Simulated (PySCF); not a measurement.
# Correlation energy of Ni⁺ (nickel, charge +1)

[Ar] 3d8 4p1, one real determinant (an excited configuration). All numbers are calculated (PySCF 2.14, the non-relativistic Hamiltonian (point nucleus), in def2-QZVPPD). Frozen: [Ar]; 9 electrons correlated.

| level | correlation energy (mhartree) |
| --- | --- |
| CCSD | -270.01 |
| (T) | -7.61 |
| CCSD(T) | -277.62 |

Diagnostics: T1 = 0.013, D1 = 0.0429, largest double amplitude 0.024.

Problem. Is a single reference adequate?

Solution. Yes: T1 lies below 0.03 and no double amplitude reaches 0.07.

The reference is one real determinant that mixes LS terms of this configuration.
